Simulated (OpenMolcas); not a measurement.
Au3+ (d8) among equal point charges was computed by CASSCF with the d shell active (OpenMolcas, ANO-RCC-VTZP on the metal). Its lowest spin-free states, and all those of the highest spin:

```
2S+1  Degeneracy  E (cm-1)
   3           1       0.0
   3           3      5911
   3           3     10157
   1           2     14446
   1           3     19944
   3           3     21669
   1           1     22570
   1           3     24742
   1           2     28543
   1           3     29230
   1           1     55407
```

Problem. Is the site octahedral, tetrahedral or cube-like, axial, or of lower symmetry?

Solution. The states with 2S+1 = 3 have orbital degeneracies 1, 3, 3, 3. Threefold states need a cubic site. For d8 at this spin an octahedron puts the single A2 below the threefold T2 and a tetrahedron or cube puts the threefold T1 below the threefold T2, so the site is octahedral. The first gap at this spin, 5910 cm-1, is |10Dq| in ligand-field theory. The run had Au3+ among 6 point charges of -1.7 e arranged as an octahedron (Oh), 2.1 Å from the ion.

Spin-orbit coupling mixes the spin-free states strongly: the lowest level takes only 64 % from its leading state, 3A2. Without dynamic correlation the repulsion within the d shell is too large (B by tens of per cent), so at a given field states of lower spin stand too high. Real 4d8 and 5d8 ions are as a rule square planar and diamagnetic. This field is weak: 10Dq is about 5890 cm-1, while octahedral complexes of 5d ions of charge 3 and more, computed by the same method with explicit ligands, had a median near 35000 cm-1. Ground spin and moment need not be those of a real site. This is an electrostatic model: the charges have no orbitals. No measured value stands beside these numbers.
